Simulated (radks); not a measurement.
S XIII, 4 electrons, occupied as [He] 2s2.

All-electron calculation, scalar-relativistic Kohn-Sham, PBE, spin-polarised, spherical densities, finite nucleus; Fermi nuclear charge, rms radius 3.2611 fm. Program: a radial shooting solver on a logarithmic mesh with Libxc functionals.

Energy parts (eV):
| part | energy |
|---|---|
| total | -8073.578 |
| kinetic | 8122.136 |
| electron-nucleus | -16838.238 |
| Hartree | 984.365 |
| exchange-correlation | -341.841 |

Orbitals (lengths in bohr, moments of r in powers of bohr; <r^-3> diverges for s and p1/2; r(90%) holds 90 % of the orbital's charge):
\begin{tabular}{lrrrrr}
orbital & occ. & eigenvalue (eV) & <r^4> & r(90%) & <r^-3> \\ \hline
1s & 2 & -2965.125 & 0.0003933 & 0.171 & - \\
2s & 2 & -626.6706 & 0.06602 & 0.631 & - \\
2p & 0 & -592.9151 & 0.04562 & 0.576 & 122.5 \\
3s & 0 & -255.9159 & 1.669 & 1.40 & - \\
3d & 0 & -237.4105 & 0.8892 & 1.21 & 5.723 \\
\end{tabular}

The highest occupied level is 2s at -626.67 eV. Summed over all electrons, <r^2> = 0.4230 bohr^2, which gives a Langevin (diamagnetic) susceptibility term of -0.335 x 10^-6 cm^3/mol. The electron density at the nucleus is 3041 e/bohr^3 (large components only).
